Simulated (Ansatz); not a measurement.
`C[B]([GeH3])[SeH]` + `CC[SiH3]` → `[SiH3]CC[SeH]` + `C[BH][GeH3]`  (formal exchange of groups at the Se–B bond)

Calculated with Ansatz (gas phase, PBE0-D4/def2-TZVP geometries, no zero-point term in ΔE). CCSD(T)/CBS adds triple-zeta CCSD(T) − MP2 to the extrapolated MP2 energy (def2 sets, frozen cores). For Ge, Se outer-core shells are correlated without core-valence functions, which leaves a few kJ/mol of doubt a bond. Scalar relativity is left out up to krypton. One conformer a species, not always the lowest.

`C[B]([GeH3])[SeH]`:

Z-matrix (Å, degrees):
```
C
B 1 1.560
H 1 1.097 2 109.8
H 1 1.097 2 109.7 3 -115.1
H 1 1.092 2 115.0 3 122.5
Ge 2 2.070 1 121.4 3 57.3
Se 2 1.912 1 123.8 3 -122.8
H 6 1.542 2 110.4 1 -58.8
H 6 1.540 2 113.3 1 -179.8
H 6 1.542 2 110.5 1 59.1
H 7 1.475 2 98.2 1 0.0
```

`CC[SiH3]`:

Cartesian coordinates in Å:
```
C -1.302 -0.235 -0.518
C -0.325 0.492 0.402
Si 1.446 -0.101 0.226
H -2.323 0.132 -0.392
H -1.313 -1.310 -0.318
H -1.033 -0.103 -1.570
H -0.623 0.371 1.449
H -0.344 1.569 0.205
H 1.924 0.098 -1.170
H 1.540 -1.554 0.542
H 2.352 0.641 1.145
```

`[SiH3]CC[SeH]`:

```xyz
12

Si   -0.920    0.140    1.546
C     0.001   -0.571    0.065
C     0.693    0.497   -0.758
Se    1.732   -0.188   -2.276
H    -1.965    1.098    1.092
H    -1.572   -0.947    2.324
H     0.026    0.868    2.435
H     0.728   -1.307    0.421
H    -0.716   -1.123   -0.552
H    -0.010    1.234   -1.148
H     1.435    1.039   -0.167
H     0.569   -0.740   -2.984
```

`C[BH][GeH3]`:

```xyz
10

C     0.817   -1.099   -0.822
B     0.022   -0.603    0.410
Ge   -0.816    1.280    0.545
H     0.791   -2.180   -0.977
H     1.864   -0.868   -0.549
H     0.627   -0.575   -1.760
H    -0.081   -1.318    1.368
H    -2.354    1.154    0.597
H    -0.476    2.199   -0.646
H    -0.395    2.010    1.836
```

```
            species  MP2/def2-QZVPP energy (Eh)
`C[B]([GeH3])[SeH]`                 -4543.37749
         `CC[SiH3]`                  -369.90218
    `[SiH3]CC[SeH]`                 -2770.35815
      `C[BH][GeH3]`                 -2142.86602
```

Question: Work out ΔE.

Answer: ΔE = (-2770.35815) + (-2142.86602) − (-4543.37749) − (-369.90218) = 0.05550 Eh = +145.7 kJ/mol. CCSD(T)/CBS gives +142.5 kJ/mol.

Largest T1 diagnostic among the species: 0.012.

In def2-TZVPP, CCSD(T) changes the Hartree–Fock value by +14.1 kJ/mol (the triples alone add +2.9 kJ/mol) and MP2 by +18.0 kJ/mol.
